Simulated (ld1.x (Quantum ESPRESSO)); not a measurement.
## Plane-wave convergence, TM potential for Hg

```json
{"Element": "mercury", "Generator": "ld1.x (Quantum ESPRESSO) 7.5", "Type": "norm-conserving Troullier–Martins (Kleinman–Bylander form)", "Functional": "revPBE", "Relativity": "scalar-relativistic", "Frozen core": "[Xe] 4f14", "Valence charge": "12", "Reference configuration": "5d10 6s2 6p0", "Partial waves": "6p (bound, empty): rc 3.80 bohr; 5d (bound): rc 1.50 bohr; 6s (bound): rc 2.35 bohr", "Local potential": "the s channel", "Core correction": "a·sin(br)/r model core, default radius (core density twice the valence density)"}
```

The pseudo-atom Hamiltonian at the reference potential is diagonalised in spherical Bessel functions j_l(qr) that vanish at 20 bohr, with q² up to the cutoff. All-electron valence levels (Ry): 6p -0.0739, 5d -0.7206, 6s -0.4939.

Task: How do the lowest levels (Ry) of each channel move with the cutoff, and are there ghosts?

Result:

```tsv
cutoff (Ry)	p #1	p #2	d #1	d #2	s #1	f #1	f #2	Σ f·Δε (mRy)
8	-0.0739	0.0536	0.0581	0.1235	-0.4861	0.1139	0.2392	7802.6
15	-0.0739	0.0536	-0.0804	0.0698	-0.4889	0.1139	0.2392	6411.4
30	-0.0739	0.0536	-0.6642	0.0653	-0.4936	0.1139	0.2392	564.9
45	-0.0739	0.0536	-0.7195	0.0652	-0.4939	0.1139	0.2392	11.4
70	-0.0739	0.0536	-0.7204	0.0652	-0.4939	0.1139	0.2392	2.1
100	-0.0739	0.0536	-0.7206	0.0652	-0.4939	0.1139	0.2392	0.1
400	-0.0739	0.0536	-0.7206	0.0652	-0.4939	0.1139	0.2392	0.0
```

Result: no extra level below or beside the all-electron valence levels (p, d, s, f tested); 10 mRy is reached at 50 Ry and 1 mRy at 80 Ry.
